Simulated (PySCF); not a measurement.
## How methods differ on the fine-structure interval of Pb³⁷⁺

Pb³⁷⁺ [Kr] 4d9 [4d3/2^4 4d5/2^5, M_J = 5/2] → Pb³⁷⁺ [Kr] 4d9 [4d3/2^3 4d5/2^6, M_J = 3/2], as a difference of total energies. Calculation: PySCF 2.14, in an uncontracted even-tempered set (17 s from 4.1 bohr⁻², ratio 2.8; 14 p from 5.4 bohr⁻², ratio 2.8; 9 d from 5.4 bohr⁻², ratio 2.8; 3 f from 25 bohr⁻², ratio 3); the two-component X2C-1e Hamiltonian. Correlated levels: [Ar] 3d10 frozen; the 92 highest virtual spinors dropped. "Screened" scales the spin-orbit matrix elements by Boettger's factors to mimic the two-electron term; Breit and QED terms are absent.

```json
{"method": "GHF (screened spin-orbit)", "fine-structure interval (cm⁻¹)": "245260"}
{"method": "GMP2 (screened spin-orbit)", "fine-structure interval (cm⁻¹)": "245750"}
{"method": "GHF (bare spin-orbit)", "fine-structure interval (cm⁻¹)": "279720"}
```
